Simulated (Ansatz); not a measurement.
Ansatz (a first-principles code) input:
A basis named .json is the Basis Set Exchange file of that set.

Ansatz 0.2 input:
```yaml
crystal:
  periodic: [false, false, false]
  atoms:
    - {symbol: F, position_ang: [1.32420062, 0.61037118, -0.87704787]}
    - {symbol: Ge, position_ang: [0.00000000, 0.00000000, 0.00000000]}
    - {symbol: F, position_ang: [0.55760369, -1.08053723, 1.19029015]}
    - {symbol: F, position_ang: [-1.05346639, -0.81604079, -1.05809225]}
    - {symbol: F, position_ang: [-0.82833792, 1.28620684, 0.74484997]}
basis:
  gaussian:
    orbitals: aug-cc-pVTZ
    fitting: {mean_field: def2-universal-jkfit, correlation: aug-cc-pVTZ-RIFIT.json}
magnetization: {spin_polarized: true, initial_magnetization: 2}
correlation: {method: mp2, electrons: outside_noble_gas}
```

Question: Which total energy does the run end on?

Answer: -2474.26783 Eh (RI-MP2/aug-cc-pVTZ). The basis has 243 functions.

This state (charge 0, triplet) is run at the relaxed geometry of the species with charge 0 and multiplicity 1, and is a spin state other than that species' own.
